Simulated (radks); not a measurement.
Rh VI, 40 electrons, occupied as [Kr] 4d4. Calculated with a radial shooting solver on a logarithmic mesh with Libxc functionals: Dirac Kohn-Sham, PBE, spin-unpolarised, spherical densities, finite nucleus; open shells are shared between the two j in proportion to 2j + 1; Fermi nuclear charge, rms radius 4.4945 fm.

X-ray form factor f0, the Fourier transform of the density (f0(0) = 40):

sin(theta)/lambda (1/angstrom)  f0 (electrons)
0.05                                    39.636
0.1                                     38.592
0.15                                    36.994
0.2                                     35.017
0.25                                    32.848
0.3                                     30.650
0.4                                     26.613
0.5                                     23.368
0.6                                     20.883
0.8                                     17.282
1                                       14.398
1.25                                    11.284
1.5                                      8.896
2                                        6.277
